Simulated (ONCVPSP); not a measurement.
**What one change does to a pseudopotential (Pt, ONCV)**

- Element: platinum (Pt)
- Generator: ONCVPSP 4.0.1
- Type: optimised norm-conserving Vanderbilt (ONCV)
- Functional: LDA (Perdew-Wang 92)
- Relativity: scalar-relativistic
- Frozen core: [Kr] 4d10 4f14
- Valence charge: 18
- Reference configuration: 5s2 5p6 5d8 6s2
- Partial waves: 5s+6s: rc 1.45 bohr, ncon 4, nbas 8, qcut 8.4 1/bohr, 2 projectors; 5p: rc 1.80 bohr, ncon 5, nbas 10, qcut 8.1 1/bohr, 2 projectors, debl 0.7 Ha; 5d: rc 2.30 bohr, ncon 5, nbas 9, qcut 6.3 1/bohr, 2 projectors, debl 2.1 Ha
- Local potential: polynomial inside 1.40 bohr (lpopt 2, dvloc0 4 Ha)
- Core correction: Teter function fitted to the true core (icmod 2), fcfact 0.55

In the p channel the program set the typed energies aside and used -2.162, 0.250 Ha.

Change: s: rc 1.98.

Cutoffs: the cutoffs (Ha) at which the residual kinetic energy of the hardest occupied pseudo-wave falls to 1 and 0.1 mHa per electron; they do not see the model core or the augmentation charge, which bear on the density cutoff. Errors are all-electron minus pseudo energies relative to the spin-unpolarised reference configuration.

Predict the effect on cutoff, ghosts and configuration errors.

The potential gets softer (27 Ha and 31 Ha → 18 Ha and 25 Ha); the bound ghost in s disappears; of the 4 tests that both files solve, the error grows in 4 and shrinks in 0 by more than 15 % and 0.3 meV (median size 6.0 → 15.0 meV). A larger radius leaves more room for a smooth pseudo-wave, so fewer plane waves are needed. More of the atom is replaced by a form fitted at one configuration, so other configurations suffer.

```csv
quantity,base,changed
"cutoff, loose",27 Ha,18 Ha
"cutoff, tight",31 Ha,25 Ha
loose cutoff by channel,"s 27 Ha, p 15 Ha, d 16 Ha","s 18 Ha, p 15 Ha, d 16 Ha"
bound ghosts,s,none
GHOST(+) flags under 300 eV,none,none
"error for 5s2 5p6 5d9 6s1, meV [ΔE -0.94 eV]",+0.8,-2.6
"error for 5s2 5p6 5d9 6s0, meV [ΔE 8.60 eV]",0.0,-10
"error for 5s2 5p6 5d8 6s0, meV [ΔE 28.86 eV]",-11,-20
"error for 5s2 5p6 5d7 6s0, meV [ΔE 61.37 eV]",-18,-25
p: phases at 1.83 bohr within 0.05 rad from the reference energy up to (Ha; the scan ends near 5),to the end of the scan,to the end of the scan
d: phases at 2.34 bohr within 0.05 rad from the reference energy up to (Ha; the scan ends near 5),to the end of the scan,to the end of the scan
"rms error of d²Exc/dni dnj with the model core, mHa",0.31,0.87
```

 A true bound ghost makes a file unfit for plane-wave use even where its test errors are small: the radial tests pick states by their node count and pass the ghost by.
